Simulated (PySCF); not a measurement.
How methods differ on the ionisation energy of Rh

Rh [Kr] 4d8 5s1 (4F) → Rh⁺ [Kr] 4d8 (3F), as a difference of total energies. Calculation: PySCF 2.14, in aug-cc-pVDZ-PP with ECP28MDF; a scalar-relativistic core potential. Correlated levels: valence: 4s2 4p6 frozen. The calculations carry no spin-orbit coupling.

| method | ionisation energy (eV) | error (eV) |
| --- | --- | --- |
| UHF | 6.314 | -1.165 |
| LDA | 8.208 | +0.729 |
| PBE | 7.905 | +0.426 |
| PBE0 | 7.589 | +0.110 |
| r2SCAN | 7.817 | +0.338 |
| wB97M-V | 7.161 | -0.318 |
| M06-2X | 7.283 | -0.196 |
| r2SCAN0 | 7.585 | +0.106 |
| BP86 | 8.065 | +0.586 |
| MP2 (valence) | 7.244 | -0.235 |
| SCS-MP2 (valence) | 7.033 | -0.446 |

Reference: 7.479 eV (measured; NIST levels, between the centres of gravity of the two terms).

Errors of the correlated levels include the incompleteness of this basis and the frozen core.
